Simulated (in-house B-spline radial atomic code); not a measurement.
## RPA and G0W0 on LDA VWN5: Se VI (Se5+)

Configuration [Ar] 3d10 4s1, highest spin, mean-field start LDA VWN5. Computed with an all-electron radial atomic-structure program (B-spline basis): all electrons, non-relativistic, point nucleus, each spin shell either full or empty, empty states to l = 9 with an (l + 1/2)⁻⁴ tail; G0W0 by contour deformation at full frequency.

Command:
```bash
python run_gw.py task.json out
```
Settings (radii: box in bohr, nucleus in fm):
```
Z                        34
electrons                29
configuration            [Ar] 3d10 4s1
hamiltonian              nr
method                   lda,vwn
lmax                     9
spin_polarised           True
box_radius               10.43
intervals                50
ion_configuration        [Ar] 3d10
```

Run time, properties included: 5.2 s on 1 thread of Arm Neoverse N1, with other jobs on the host.

Energies (hartree):

```json
{"term": "mean-field total", "value": "-2391.76438"}
{"term": "Hartree-Fock functional on these orbitals", "value": "-2393.70734"}
{"term": "direct second order", "value": "-2.5148"}
{"term": "second-order exchange", "value": "0.73726"}
{"term": "SOSEX correction", "value": "0.67859"}
```

Task: What is the RPA correlation energy, and what remains with SOSEX?

Result: RPA gives -2.1908 hartree (-2.06 eV per electron); RPA + SOSEX gives -1.5122, and the second-order doubles -1.7776 hartree (no singles). RPA lacks exchange-type terms and so overcorrelates at short range.

Quasi-particle levels (eV):

```json
{"level": "4s up", "occupied": "yes", "mean field": "-75.68", "Σx - vxc": "-4.30", "Σc": "?", "QP weight": "?", "G0W0": "?"}
{"level": "3d down", "occupied": "yes", "mean field": "-122.84", "Σx - vxc": "-18.22", "Σc": "3.24", "QP weight": "0.939", "G0W0": "-137.81"}
{"level": "3d up", "occupied": "yes", "mean field": "-123.14", "Σx - vxc": "-18.16", "Σc": "3.25", "QP weight": "0.900", "G0W0": "-138.05"}
{"level": "4s down", "occupied": "no", "mean field": "-73.64", "Σx - vxc": "9.45", "Σc": "-2.77", "QP weight": "0.948", "G0W0": "-66.96"}
```

G0W0 = mean field + (Σx - vxc) + Σc, with Σc (partial-wave tail included) taken at the quasi-particle energy. Only the outer levels were computed. Levels of low weight are left out.

Task: Where does G0W0 put 4s up?

Result: At -81.84 eV, with Σc = -1.86 eV and a quasi-particle weight of 0.971. The tabulated removal energy is 81.83 ± 0.03 eV (NIST, measured); the calculation leaves out relativity, Breit and QED terms, and what these don't explain is the method's own error.

Task: What does it cost to remove one electron (to [Ar] 3d10) by differences of total energies, each species on its own start (correlation terms add to the Hartree-Fock functional)?

Result: LDA VWN5 82.15 eV, Hartree-Fock functional 79.49 eV, + RPA 81.38 eV, + RPA + SOSEX 80.57 eV, + second order 81.05 eV. Tabulated: 81.83 ± 0.03 eV (NIST, measured); the calculation leaves out relativity, Breit and QED terms, and what these don't explain is the method's own error.
